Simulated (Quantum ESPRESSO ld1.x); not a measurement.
ld1.x (Quantum ESPRESSO 7.5) input

```
 &input
    atom='Gd',
    iswitch=1,
    rel=1,
    lsd=1,
    dft='PZ',
    config='[Kr] 4d10 4f7 5s2 5p3 5p2 5d1 6s2',
    verbosity='high',
    prefix='ld1',
    max_out_wfc=37,
    file_charge='ld1.rho',
 /
```

Command: `OMP_NUM_THREADS=1 ld1.x < ld1.in > ld1.out`

It prints:

```
     Program LD1 v.7.5 starts

     --------------------------- All-electron run ----------------------------

     scalar relativistic calculation

     atomic number is 64.00
     dft =PZ   lsd =1 sic =0 latt =0  beta=0.20 tr2=1.0E-14
     Exchange-correlation= PZ
                           (   1   1   0   0   0   0   0)
     mesh =2097 r(mesh) = 100.39545 a.u. xmin = -8.00 dx = 0.00800
     1 Ry =  13.60569312 eV, c = 137.03599908

     n l     nl                  e(Ry)          e(Ha)          e(eV)
     1 0     1S 1( 1.00)   -3679.987318512   -1839.993659256 -50068.7781522
     2 0     2S 1( 1.00)    -608.360733483    -304.180366741  -8277.1694478
     2 1     2P 1( 3.00)    -541.695782821    -270.847891411  -7370.1465871
     3 0     3S 1( 1.00)    -135.522520073     -67.761260036  -1843.8778194
     3 1     3P 1( 3.00)    -114.870368832     -57.435184416  -1562.8909873
     4 0     4S 1( 1.00)     -28.078782585     -14.039391292   -382.0312991
     4 1     4P 1( 3.00)     -21.267667311     -10.633833655   -289.3613549
     3 2     3D 1( 5.00)     -87.529538569     -43.764769284  -1190.9000410
     4 2     4D 1( 5.00)     -11.843557066      -5.921778533   -161.1398029
     4 3     4F 1( 7.00)      -1.632861854      -0.816430927    -22.2162173
     5 0     5S 1( 1.00)      -4.583000869      -2.291500435    -62.3549034
     5 1     5P 1( 3.00)      -2.877874499      -1.438937250    -39.1554773
     5 1     5P 2( 2.00)      -2.627858638      -1.313929319    -35.7538382
     5 2     5D 1( 1.00)      -0.880406223      -0.440203111    -11.9785369
     6 0     6S 1( 1.00)      -0.821682708      -0.410841354    -11.1795628
     1 0     1S 2( 1.00)   -3679.981630202   -1839.990815101 -50068.7007588
     2 0     2S 2( 1.00)    -608.346875829    -304.173437914  -8276.9809049
     2 1     2P 2( 3.00)    -541.683311564    -270.841655782  -7369.9769070
     3 0     3S 2( 1.00)    -135.318310647     -67.659155323  -1841.0994086
     3 1     3P 2( 3.00)    -114.667285124     -57.333642562  -1560.1278926
     4 0     4S 2( 1.00)     -27.631211201     -13.815605600   -375.9417802
     4 1     4P 2( 3.00)     -20.824266109     -10.412133054   -283.3285742
     3 2     3D 2( 5.00)     -87.368949217     -43.684474609  -1188.7151115
     4 2     4D 2( 5.00)     -11.406049435      -5.703024717   -155.1872084
     4 3     4F 2( 0.00)      -1.225409474      -0.612704737    -16.6725453
     5 0     5S 2( 1.00)      -4.285795278      -2.142897639    -58.3112153
     5 2     5D 2( 0.00)      -0.743688846      -0.371844423    -10.1184022
     6 0     6S 2( 1.00)      -0.766592415      -0.383296207    -10.4300211

     final scf error:  9.6E-15 reached in  20 iterations

     Etot =  -22525.560205 Ry,  -11262.780102 Ha, -306475.859567 eV
     Total magnetization:    9.00 Bohr mag.

     Ekin =   24184.265520 Ry,   12092.132760 Ha,  329043.695076 eV
     Encl =  -54915.384585 Ry,  -27457.692292 Ha, -747161.870391 eV
     Eh   =    8687.543117 Ry,    4343.771559 Ha,  118200.045648 eV
     Exc  =    -481.984258 Ry,    -240.992129 Ha,   -6557.729900 eV

     normalization and overlap integrals

     s(1S/1S) =  1.000000  <r> =   0.0219  <r2> =    0.0007  r(max) =   0.0140
     s(1S/2S) = -0.022906
     s(1S/3S) = -0.009916
     s(1S/4S) = -0.004786
     s(1S/5S) = -0.002010
     s(1S/6S) = -0.000743
     s(2S/2S) =  1.000000  <r> =   0.0933  <r2> =    0.0103  r(max) =   0.0793
     s(2S/3S) = -0.006228
     s(2S/4S) = -0.002877
     s(2S/5S) = -0.001197
     s(2S/6S) = -0.000442
     s(2P/2P) =  1.000000  <r> =   0.0824  <r2> =    0.0083  r(max) =   0.0639
     s(2P/3P) = -0.005017
     s(2P/4P) = -0.002191
     s(2P/5P) = -0.000827
     s(3S/3S) =  1.000000  <r> =   0.2448  <r2> =    0.0684  r(max) =   0.2243
     s(3S/4S) = -0.002026
     s(3S/5S) = -0.000818
     s(3S/6S) = -0.000300
     s(3P/3P) =  1.000000  <r> =   0.2433  <r2> =    0.0686  r(max) =   0.2207
     s(3P/4P) = -0.001728
     s(3P/5P) = -0.000633
     s(4S/4S) =  1.000000  <r> =   0.5533  <r2> =    0.3456  r(max) =   0.5154
     s(4S/5S) = -0.000555
     s(4S/6S) = -0.000201
     s(4P/4P) =  1.000000  <r> =   0.5856  <r2> =    0.3902  r(max) =   0.5364
     s(4P/5P) = -0.000434
     s(3D/3D) =  1.000000  <r> =   0.2214  <r2> =    0.0576  r(max) =   0.1807
     s(3D/4D) = -0.001242
     s(3D/5D) = -0.000320
     s(4D/4D) =  1.000000  <r> =   0.6362  <r2> =    0.4696  r(max) =   0.5583
     s(4D/5D) = -0.000234
     s(4F/4F) =  1.000000  <r> =   0.8392  <r2> =    0.9050  r(max) =   0.5673
     s(5S/5S) =  1.000000  <r> =   1.3131  <r2> =    1.9365  r(max) =   1.1843
     s(5S/6S) = -0.000109
     s(5P/5P) =  1.000000  <r> =   1.5187  <r2> =    2.6105  r(max) =   1.3352
     s(5P/5P) =  1.000000  <r> =   1.5519  <r2> =    2.7323  r(max) =   1.3568
     s(5P/2P) = -0.000803
     s(5P/3P) = -0.000616
     s(5P/4P) = -0.000421
     s(5D/5D) =  1.000000  <r> =   2.2639  <r2> =    5.9957  r(max) =   1.8096
     s(6S/6S) =  1.000000  <r> =   3.3781  <r2> =   12.7870  r(max) =   3.0196
     s(1S/1S) =  1.000000  <r> =   0.0219  <r2> =    0.0007  r(max) =   0.0140
     s(1S/2S) = -0.022907
     s(1S/3S) = -0.009925
     s(1S/4S) = -0.004783
     s(1S/5S) = -0.001974
     s(1S/6S) = -0.000702
     s(2S/2S) =  1.000000  <r> =   0.0933  <r2> =    0.0103  r(max) =   0.0793
     s(2S/3S) = -0.006234
     s(2S/4S) = -0.002874
     s(2S/5S) = -0.001176
     s(2S/6S) = -0.000418
     s(2P/2P) =  1.000000  <r> =   0.0824  <r2> =    0.0083  r(max) =   0.0639
     s(2P/3P) = -0.005022
     s(2P/4P) = -0.002188
     s(3S/3S) =  1.000000  <r> =   0.2446  <r2> =    0.0683  r(max) =   0.2243
     s(3S/4S) = -0.002027
     s(3S/5S) = -0.000804
     s(3S/6S) = -0.000285
     s(3P/3P) =  1.000000  <r> =   0.2430  <r2> =    0.0685  r(max) =   0.2207
     s(3P/4P) = -0.001728
     s(4S/4S) =  1.000000  <r> =   0.5533  <r2> =    0.3456  r(max) =   0.5154
     s(4S/5S) = -0.000545
     s(4S/6S) = -0.000190
     s(4P/4P) =  1.000000  <r> =   0.5858  <r2> =    0.3905  r(max) =   0.5364
     s(3D/3D) =  1.000000  <r> =   0.2211  <r2> =    0.0574  r(max) =   0.1793
     s(3D/4D) = -0.001240
     s(3D/5D) = -0.000291
     s(4D/4D) =  1.000000  <r> =   0.6371  <r2> =    0.4710  r(max) =   0.5583
     s(4D/5D) = -0.000213
     s(4F/4F) =  1.000000  <r> =   0.8705  <r2> =    0.9956  r(max) =   0.5673
     s(5S/5S) =  1.000000  <r> =   1.3304  <r2> =    1.9901  r(max) =   1.1938
     s(5S/6S) = -0.000101
     s(5D/5D) =  1.000000  <r> =   2.4384  <r2> =    7.0109  r(max) =   1.8986
     s(6S/6S) =  1.000000  <r> =   3.5117  <r2> =   13.8160  r(max) =   3.1178

     ------------------------ End of All-electron run ------------------------
```

Run on one thread of a shared host, so times are rough (Intel(R) Xeon(R) Processor @ 2.60GHz): 0.77 s of CPU time, 0.81 s wall, 20 iterations on 2097 mesh points.
